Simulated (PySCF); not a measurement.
# Computed properties of W(S)2(NH2)(SH) (H3NS3W), SMILES [NH2][W](=[S])(=[S])[SH], multiplicity 1

H₃NS₃W, SMILES [S]=[W]([NH2])([SH])=[S], multiplicity 1. Geometry: PBE0-D3(BJ)/def2-SVP. The spin state was assumed, not searched. The structure was generated by enumeration; whether it is a known compound was not checked. The def2 effective core potentials stand for the cores of W; spin–orbit coupling is left out. The values are those of a single conformer. All values are computed for the isolated molecule unless a solvent is named; none is compared with measurement here.

**Structure.** All 18 harmonic modes at PBE0-D3(BJ)/def2-SVP (PySCF) are real, so it is a minimum. With heavy atoms numbered as in [W:1](=[S:2])(=[S:3])([NH2:4])[SH:7], the shortest bond between them is W1–N4 at 1.922 Å and the longest W1–S7 at 2.340 Å.

**Vibrations.** The strongest infrared lines (harmonic, unscaled, degenerate partners summed) lie at 525 cm⁻¹ (177 km/mol, H 77 %, N 22 %), 3573 cm⁻¹ (175 km/mol, H 96 %), 721 cm⁻¹ (70 km/mol, N 76 %, H 15 %, W 9 %). The softest mode is at 126 cm⁻¹ and the zero-point energy is 24.1 kcal/mol.

**Electronic structure.** ωB97X/def2-TZVP (PySCF) places the frontier levels at -9.46 and -0.93 eV, a gap of 8.53 eV, and gives a dipole moment of 3.85 D and a mean polarisability of 108.8 bohr³. PBE/def2-TZVP (PySCF) at the same geometry gives -6.18 and -3.53 eV, so its gap is 5.88 eV narrower. An orbital gap is neither the optical nor the fundamental gap.

**Excitations.** TDDFT-M06-2X/def2-SVPD (PySCF) has S1 at 2.83 eV (438 nm, f = 0.001, dark); the most intense of the 10 singlets computed lies at 4.07 eV (f = 0.03). T1 (TDA) is at 2.66 eV. TDDFT-PBE/def2-SVPD (PySCF) puts S1 at 2.72 eV.
